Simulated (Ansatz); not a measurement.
Consider the atomization: `FC1CC(F)(F)C1(F)F` → 4 C• + 5 F• + 3 H•.

Program: Ansatz. Geometries: PBE0-D4/def2-TZVP. ΔE: electronic, gas phase. CCSD(T)/CBS adds triple-zeta CCSD(T) − MP2 to the extrapolated MP2 energy (def2 sets, frozen cores). This one scheme is used for every species, atoms too. Functionals use def2-TZVPP. No spin–orbit coupling; open shells (•) take unrestricted orbitals. Spin–orbit coupling would lower the free atoms: a little for C, F.

Question: What is ΔE at CCSD(T)/CBS? (Best estimate.)

Answer: Computed: +1205.6 kcal/mol.

Question: What do these levels give: PBE0-D4, B2PLYP, revPBE, MP2/def2-SVP, MP2/def2-TZVPP, CCSD(T)/def2-TZVPP? (Best estimate.)

Answer: Ansatz gave: PBE0-D4 1223.3, B2PLYP 1192.1, revPBE 1197.5, MP2/def2-SVP 1194.3, MP2/def2-TZVPP 1222.4, CCSD(T)/def2-TZVPP 1172.8 kcal/mol.

Largest T1 diagnostic among the species: 0.012.

At CCSD(T), def2-SVP lies −53.6 kcal/mol from the extrapolated value and def2-TZVPP −32.8 kcal/mol: correlation converges slowly with the basis, and small sets miss more of it in the bonded molecule than in its fragments. Leaving LDA and LC-ωPBE aside and taking each functional with its dispersion term where it has one, the values, not all of them listed here, spread over 125.0 kcal/mol, from BHLYP-D4 to PBE-D4. LDA lies +202.4 kcal/mol from PBE without D4, its usual overbinding.

For atomizations the MP2-based limit and the directly extrapolated one differ by several kJ/mol either way, and by 10 to 25 for some Ge, Se and Sn compounds, so smaller differences from it don't rank the levels.
